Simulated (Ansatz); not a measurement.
Geometry optimisation, RKS PBE0-D4/def2-SVP (Ansatz 0.2.0).

Input file:

```yaml
crystal:
  periodic: [false, false, false]
  atoms:
    - { symbol: C, position_ang: [-1.591, 0.2938, 0.0798] }
    - { symbol: B, position_ang: [-0.1974, -0.261, -0.2041] }
    - { symbol: "N", position_ang: [-0.0477, -1.4004, -1.2048] }
    - { symbol: Si, position_ang: [1.4189, 0.4895, 0.7261] }
    - { symbol: Cl, position_ang: [1.539, 2.5018, 0.2388] }
    - { symbol: H, position_ang: [-1.8923, 0.2393, 1.1409] }
    - { symbol: H, position_ang: [-1.6255, 1.4175, -0.1961] }
    - { symbol: H, position_ang: [-2.3537, -0.1822, -0.5511] }
    - { symbol: H, position_ang: [-0.4141, -1.01355, -2.09367] }
    - { symbol: H, position_ang: [-0.7775, -2.1327, -0.89575] }
    - { symbol: H, position_ang: [1.1434, 0.328, 2.2007] }
    - { symbol: H, position_ang: [2.578, -0.2315, 0.3314] }
basis:
  gaussian: { orbitals: def2-SVP }
hamiltonian:
  xc: pbe0
  dispersion: d4
relax:
  f_tol: 0.015
  max_steps: 40
output:
  orbitals: {}
```

Launched with:

```bash
$ ansatz run input.yaml --threads 2 --pin off --max-ram 3072MiB --backend cpu --events-out ev --progress --plain --runs-dir out
```

Task: Where does it end, and by what steps?

Result: The forces met the threshold. The force dipped under the threshold on the way, but the program's further checks kept it going. After 20 steps the energy has fallen by 1.706 eV; H9 moved furthest, 1.46 Å.

| step | energy less start (eV) | largest force component (eV/Å) | accepted |
| --- | --- | --- | --- |
| 0 | 0.0000 | 1.858 | yes |
| 1 | -0.3331 | 1.498 | yes |
| 2 | -0.5657 | 0.863 | yes |
| 3 | -0.7703 | 1.996 | yes |
| 4 | -1.0423 | 1.413 | yes |
| 5 | -1.2732 | 1.357 | yes |
| 6 | -1.5085 | 1.670 | yes |
| 7 | -1.5917 | 1.784 | yes |
| 8 | -1.6793 | 0.348 | yes |
| 9 | -1.6908 | 0.253 | yes |
| 10 | -1.6989 | 0.082 | yes |
| 11 | -1.7004 | 0.053 | yes |
| 12 | -1.7023 | 0.154 | yes |
| 13 | -1.7036 | 0.105 | yes |
| 14 | -1.7048 | 0.033 | yes |
| 15 | -1.7053 | 0.029 | yes |
| 16 | -1.7055 | 0.030 | yes |
| 17 | -1.7057 | 0.022 | yes |
| 18 | -1.7058 | 0.015 | yes |
| 19 | -1.7059 | 0.015 | yes |
| 20 | -1.7059 | 0.011 | yes |

```xyz
12
Properties=species:S:1:pos:R:3
C -1.737 0.360 0.146
B -0.346 -0.275 -0.227
N -0.239 -1.335 -1.125
Si 1.349 0.468 0.599
Cl 1.349 2.542 0.311
H -1.949 0.211 1.219
H -1.709 1.452 -0.002
H -2.585 -0.049 -0.428
H 0.636 -1.760 -1.403
H -1.047 -1.747 -1.580
H 1.447 0.242 2.075
H 2.612 -0.061 -0.012
```

Whether the end is a true minimum wasn't checked by a vibrational analysis.

Run time: 2.7 min on 2 threads of Intel(R) Xeon(R) Processor @ 2.50GHz (Skylake/Cascade Lake), with other jobs on the host, peak memory 0.27 GiB.
